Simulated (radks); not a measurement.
The numbers below are computed, except where a source is named.
Q: The caesium anion Cs-, [Xe] 6s2, held by a Watson sphere: a shell of charge +1 at radius R that stands for the Madelung well of a crystal (potential energy -1/R inside, -1/r outside, in hartree with lengths in bohr). Level of theory: scalar-relativistic Kohn-Sham, LDA (Slater exchange, VWN5 correlation), spin-polarised, spherical densities, point nucleus (a radial shooting solver on a logarithmic mesh with Libxc functionals). Response by self-consistent Sternheimer equations with the Hartree and adiabatic LDA kernel, the relativistic mass of each level held fixed and spin-orbit coupling left out. The sphere does not respond.

| R (bohr) | e(5s) (eV) | e(5p) (eV) | e(6s) (eV) | <r> 6s (bohr) | sum of <r^2> (bohr^2) | X-ray form factor at sin(theta)/lambda = 0.2 1/angstrom | alpha (bohr^3) |
|---|---|---|---|---|---|---|---|
| 3.21 | -28.605 | -15.388 | -3.250 | 4.899 | 105.9 | 43.874 | 263.3 |
| 3.49 | -28.175 | -14.966 | -3.223 | 4.950 | 107.2 | 43.869 | 271.9 |
| 5.51 | -26.591 | -13.345 | -2.796 | 5.533 | 120.9 | 43.899 | 416.9 |
| 5.7 | -26.518 | -13.268 | -2.748 | 5.592 | 122.4 | 43.901 | 435.9 |
| 5.76 | -26.496 | -13.246 | -2.733 | 5.611 | 122.9 | 43.902 | 442.1 |
| 6.14 | -26.372 | -13.116 | -2.637 | 5.725 | 125.8 | 43.905 | 482.4 |

Estimate the row for R = 4.49 bohr.

A: e(5s) (eV) -27.148; e(5p) (eV) -13.923; e(6s) (eV) -3.044; <r> 6s (bohr) 5.214; sum of <r^2> (bohr^2) 113.3; X-ray form factor at sin(theta)/lambda = 0.2 1/angstrom 43.882; alpha (bohr^3) 328.4.
